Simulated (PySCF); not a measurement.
ClHO2SW, SMILES [O]=[W](=[O])([SH])[Cl], multiplicity 1.

Coordinates come from a B3LYP-D3(BJ)/def2-SVP optimisation. The multiplicity is an assumed one; no other spin state was optimised. The structure was generated by enumeration; whether it is a known compound was not checked. The def2 effective core potentials stand for the cores of W; spin–orbit coupling is left out. The values are those of a single conformer.

These are ωB97X/def2-TZVP in PySCF values and carry that method's errors.

Gas-phase values at a fixed geometry.

Q: Estimate the frontier levels, gap, dipole moment and polarisability. (An estimate is asked for; the answer gives what the named calculation found.)

A: 
| Property | Value |
|---|---|
| highest occupied level | -11.08 eV |
| lowest empty level | -1.19 eV |
| orbital gap | 9.89 eV |
| dipole moment | 2.57 D |
| quadrupole, principal values (traceless, Buckingham form, about the centre of nuclear charge) | -4.56, -2.38, 6.94 D·Å |
| mean static polarisability | 73.8 bohr³ (10.94 Å³) |
| polarisability, principal values | 64.4, 69.0, 88.1 bohr³ |
